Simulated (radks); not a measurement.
Results of a calculation; reference values are marked as such.
Polarisability of the silicon ion Si4+, [Ne], at imaginary frequency. Code: a radial shooting solver on a logarithmic mesh with Libxc functionals. Model: scalar-relativistic Kohn-Sham, LDA (Slater exchange, VWN5 correlation), spin-polarised, spherical densities, finite nucleus; Fermi nuclear charge, rms radius 3.1224 fm. Response by self-consistent Sternheimer equations with the Hartree and adiabatic LDA kernel, the relativistic mass of each level held fixed and spin-orbit coupling left out.

w (hartree)  alpha1(iw) (bohr^3)  alpha2(iw) (bohr^5)
0.00266                   0.1713               0.1128
0.0143                    0.1713               0.1128
0.0360                    0.1713               0.1128
0.0697                    0.1712               0.1128
0.118                     0.1712               0.1128
0.186                     0.1711               0.1127
0.280                     0.1708               0.1126
0.413                     0.1702               0.1122
0.605                     0.1691               0.1115
0.892                     0.1666               0.1101
1.35                      0.1610               0.1068
2.12                      0.1484              0.09930
3.59                      0.1205              0.08231
6.94                     0.07112              0.05028
17.5                     0.02029              0.01449

Static values: alpha1 = 0.1713 bohr^3 (0.02538 angstrom^3; uncoupled 0.1915), alpha2 = 0.1128 bohr^5, alpha3 = 0.1241 bohr^7. C6 = 0.1279, C8 = 0.4346, triple-dipole C9 = 0.01594 atomic units. One-pole (London) frequency 4 C6 / (3 alpha1^2) = 5.813 hartree, against 5.461 for minus the highest occupied eigenvalue.
